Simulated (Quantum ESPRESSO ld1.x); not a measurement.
Task: K+, configuration [Ar]. Calculated with ld1.x of Quantum ESPRESSO 7.5: Dirac Kohn-Sham, LDA (Slater exchange, Perdew-Zunger correlation), spin-unpolarised, spherical densities, point nucleus. Some entries of the table are withheld. Estimate them.

orbital,occ.,eigenvalue (eV),<r^2> (bohr^2)
1s1/2,2,(1),0.008877
2s1/2,2,(2),0.1794
2p1/2,2,(3),0.1517
2p3/2,4,(4),0.1537
3s1/2,2,(5),1.865
3p1/2,2,-25.1509,2.399
3p3/2,4,-24.8774,2.429
4s1/2,0,(6),18.50
3d3/2,0,(7),11.16
3d5/2,0,(8),11.20

Result: 
(1) 1s1/2 eigenvalue (eV): -3517.33
(2) 2s1/2 eigenvalue (eV): -358.424
(3) 2p1/2 eigenvalue (eV): -288.116
(4) 2p3/2 eigenvalue (eV): -285.231
(5) 3s1/2 eigenvalue (eV): -41.3527
(6) 4s1/2 eigenvalue (eV): -6.1263
(7) 3d3/2 eigenvalue (eV): -3.8997
(8) 3d5/2 eigenvalue (eV): -3.8918
